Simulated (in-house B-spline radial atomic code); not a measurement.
## Binding energies in Mo35+

NIST's tabulated ground configuration is [He] 2s2 2p3; each binding energy is the energy of the ion with one electron taken from that subshell, relaxed, less that of the parent. Method: Dirac-Hartree-Fock, average of configuration, Fermi nucleus of rms radius 4.4091 fm. Calculated with a radial B-spline atomic code at the basis-set limit. Energies include first-order Breit, QED and recoil terms.

```tsv
subshell	X-ray name	binding energy (eV)	-ε (eV)	relaxation (eV)
1s	K	22573.8	22637.6	12.5
2s	L1	5052.6	5059.4	1.2
2p	L2,3	4833.8	4839.3	1.7
```

Relaxation = -ε minus the binding energy without Breit, QED and recoil terms.

(1) What does it cost to remove two 2s electrons?

(2) What does it cost to remove two 1s electrons?

(3) What does it cost to remove both a 1s and a 2p electron?

Results:

(1) 10272 eV, which is 166.7 eV more than the two single binding energies together.

(2) 45885 eV, which is 737.4 eV more than the two single binding energies together.

(3) 27661 eV, which is 253 eV more than the two single binding energies together.
